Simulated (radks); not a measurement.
Results of a calculation; reference values are marked as such.
All-electron atom: Cl5+ in [Ne] 3s2 (the NIST ground configuration). Code: a radial shooting solver on a logarithmic mesh with Libxc functionals. Model: non-relativistic Kohn-Sham, LB94 model potential, spin-polarised, spherical densities, point nucleus. Some entries of the table are withheld. Estimate them.

orbital  occ.  eigenvalue (eV)  r(max) (bohr)  <1/r> (bohr^-1)
1s          2              (1)        0.05993              (2)
2s          2        -351.7118            (3)              (4)
2p          6        -293.2390         0.3001              (5)
3s          2         -97.5193          1.167              (6)

Answer. 
(1) 1s eigenvalue (eV): -2880.284
(2) 1s <1/r> (bohr^-1): 16.59
(3) 2s r(max) (bohr): 0.3636
(4) 2s <1/r> (bohr^-1): 3.290
(5) 2p <1/r> (bohr^-1): 3.236
(6) 3s <1/r> (bohr^-1): 1.082
